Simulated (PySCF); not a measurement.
Electron correlation in Se+ (selenium, charge +1)

[Ar] 3d10 4s2 4p3, high-spin 4S determinant. Calculation: PySCF 2.14, in aug-cc-pwCVDZ-PP with ECP10MDF; scalar relativity through the core potential. Frozen: 3s2 3p6 3d10; 5 electrons correlated.

```csv
level,correlation energy (mhartree)
CCSD,-78.63
(T),-1.13
CCSD(T),-79.76
```

Diagnostics: T1 = 0.0017, D1 = 0.0045, largest double amplitude 0.047.

Cost of the coupled-cluster step: roughly 0.9 core-seconds, for 5 correlated electrons.
